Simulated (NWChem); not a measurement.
Species: silicon monosulfide (SiS, singlet); SMILES S=[Si]

Program: NWChem. Pople sets run with spherical d functions. Low-valent species are run as closed-shell singlets; no triplet was tried in these runs. All runs use the structure optimised with PBE0-D3(BJ)/def2-TZVP. B3LYP is NWChem's, with the RPA form of VWN correlation. Core excitations by TDA in a window of 1s orbitals, non-relativistic and unshifted: absolute energies depend strongly on the exact-exchange share.

| level | first 1s excitation (eV) | dipole oscillator strength of the first | first state with f > 0.002 (eV) | dipole oscillator strength of that state |
|---|---|---|---|---|
| S K edge, PBE0/cc-pVTZ | ? | ? | ? | ? |
| S K edge, BHandHLYP/def2-TZVP | 2443.9 | 0.0042 | 2443.9 | 0.0042 |
| Si K edge, BHandHLYP/6-311G** | 1820.6 | 0.0093 | 1820.6 | 0.0093 |
| Si K edge, B3LYP/cc-pVTZ | 1796.3 | 0.0063 | 1796.3 | 0.0063 |

Problem. Fill in the missing entries.

Solution. 
- S K edge, PBE0/cc-pVTZ, first 1s excitation (eV): 2418.5
- S K edge, PBE0/cc-pVTZ, dipole oscillator strength of the first: 0.0027
- S K edge, PBE0/cc-pVTZ, first state with f > 0.002 (eV): 2418.5
- S K edge, PBE0/cc-pVTZ, dipole oscillator strength of that state: 0.0027
